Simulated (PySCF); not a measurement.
B3H6NO.
Atom-mapped SMILES: `[BH2:1][NH:2][BH:3][O:4][BH2:5]` (hydrogens: H6, H7 on B1; H8 on N2; H9 on B3; H10, H11 on B5)

Computed by this run: PBE0-D3(BJ)/def2-SVP geometry optimisation, gas phase (PySCF); density fitting, grid level 1; the optimiser is geomeTRIC in internal coordinates, started from a GFN2-xTB structure with every atom displaced at random (about 0.01 Å).

The end geometry, which sets the zero of energy:
```
atom  x, y, z in Å
B1      2.3814    0.1083    0.5693
N2      0.9958    0.3673    0.5083
B3     -0.0134   -0.5612    0.0980
O4     -1.3051   -0.1804    0.0909
B5     -2.6033    0.1208    0.0664
H6      2.7869   -0.9833    0.2501
H7      3.1323    0.9806    0.9392
H8      0.6744    1.2922    0.7816
H9      0.2808   -1.6792   -0.2424
H10    -3.0760    0.5900   -0.9455
H11    -3.2667   -0.0729    1.0615
```

Question: These geometries come from the run, each turned onto the end geometry. Order them by energy, lowest first.
A.
```
atom  x, y, z in Å
B1      2.3799    0.1175    0.5612
N2      0.9853    0.3426    0.5345
B3     -0.0143   -0.5889    0.1050
O4     -1.3047   -0.2025    0.0872
B5     -2.5941    0.1339    0.0632
H6      2.8094   -0.9602    0.2398
H7      3.1158    1.0147    0.8995
H8      0.6514    1.2627    0.8071
H9      0.2747   -1.7105   -0.2243
H10    -3.0416    0.6344   -0.9433
H11    -3.2749   -0.0614    1.0477
```
B.
```
atom  x, y, z in Å
B1      2.3810    0.1378    0.5189
N2      0.9846    0.3164    0.5754
B3     -0.0082   -0.6148    0.1627
O4     -1.3196   -0.2122    0.1043
B5     -2.5996    0.1429    0.0458
H6      2.8355   -0.9365    0.1603
H7      3.1073    1.0376    0.8707
H8      0.6483    1.2304    0.8711
H9      0.2774   -1.7384   -0.1659
H10    -3.0125    0.6651   -0.9747
H11    -3.3073   -0.0461    1.0090
```
C.
```
atom  x, y, z in Å
B1      2.3748    0.1085    0.5754
N2      0.9648    0.3134    0.4918
B3     -0.0628   -0.6176    0.0713
O4     -1.2690   -0.2453    0.0694
B5     -2.5417    0.1359    0.0678
H6      2.7983   -0.8977    0.2658
H7      3.0406    1.0155    0.9376
H8      0.6257    1.2307    0.7559
H9      0.2606   -1.6936   -0.2349
H10    -2.9984    0.6420   -0.8798
H11    -3.2057   -0.0094    1.0572
```
D.
```
atom  x, y, z in Å
B1      2.3804    0.1191    0.5509
N2      0.9882    0.3513    0.5687
B3     -0.0051   -0.5800    0.1364
O4     -1.3105   -0.2016    0.0925
B5     -2.5995    0.1295    0.0459
H6      2.7810   -0.9644    0.1900
H7      3.1404    1.0035    0.8693
H8      0.6619    1.2723    0.8505
H9      0.2873   -1.7036   -0.1826
H10    -3.0458    0.6325   -0.9639
H11    -3.2911   -0.0765    1.0197
```

Answer: A (0.002 eV), D (0.009 eV), B (0.028 eV), C (0.338 eV).

In the order of the answer:

```json
{"step": "3", "E above end (eV)": "0.002", "largest force (eV/Å)": "0.14", "rms force component (eV/Å)": "0.047", "rms distance from end (Å)": "0.036", "rms bond change (Å)": "0.002", "bond most changed (Å)": "B1–H6 -0.004"}
{"step": "2", "E above end (eV)": "0.009", "largest force (eV/Å)": "0.61", "rms force component (eV/Å)": "0.146", "rms distance from end (Å)": "0.054", "rms bond change (Å)": "0.004", "bond most changed (Å)": "B3–O4 +0.013"}
{"step": "1", "E above end (eV)": "0.028", "largest force (eV/Å)": "1.13", "rms force component (eV/Å)": "0.304", "rms distance from end (Å)": "0.085", "rms bond change (Å)": "0.010", "bond most changed (Å)": "B3–O4 +0.026"}
{"step": "0", "E above end (eV)": "0.338", "largest force (eV/Å)": "4.60", "rms force component (eV/Å)": "1.298", "rms distance from end (Å)": "0.078", "rms bond change (Å)": "0.042", "bond most changed (Å)": "B3–O4 -0.084"}
```

The cost below is that of the whole optimisation. Time: 27 s wall; peak memory 0.40 GiB. Hardware: one thread, Arm Neoverse V2 (aarch64), no GPU, shared host with 48 logical CPUs at a one-minute load of 30.
